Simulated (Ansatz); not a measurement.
Job for Ansatz (an electronic-structure program): U-wB97X-V/cc-pVTZ on hydrogen selenide (SMILES [SeH2]), a point of a bond scan (R = 2.941 Å).

Ansatz 0.2 input:
```yaml
crystal:
  periodic: [false, false, false]
  atoms:
    - {symbol: Se, position_ang: [0.00006887, 0.05705775, 0.00248776]}
    - {symbol: H, position_ang: [-2.10508771, -1.99484047, -0.07888000]}
    - {symbol: H, position_ang: [1.05016787, -0.97107215, -0.04638768]}
basis:
  gaussian:
    orbitals: cc-pVTZ
hamiltonian:
  xc: {name: wB97X-V}
magnetization: {spin_polarized: true, initial_magnetization: 0}
```

The head of its log:

```
WARN ansatz: RAYON_NUM_THREADS=1 ignored (pool sized by the plan → 1); use --threads N
Functional definition: wB97X-V
integrals: 0.02 GiB planned
531 factors; their error is unknown
integrals: 0.05 GiB planned
94 factors; integrals over basis functions are off by at most 6.8e-5 eV
mean field: 0.30 GiB planned
mean field evaluation 1: about -65370.4302 eV, gradient 1.1e1 eV
mean field evaluation 2: about -65370.0437 eV, gradient 1.7e1 eV
```

**Question.** What total energy does the run end on?

**Answer.** -2402.4416 hartree. Its determinant has ⟨S²⟩ = 0.90, a mixture of spin states.
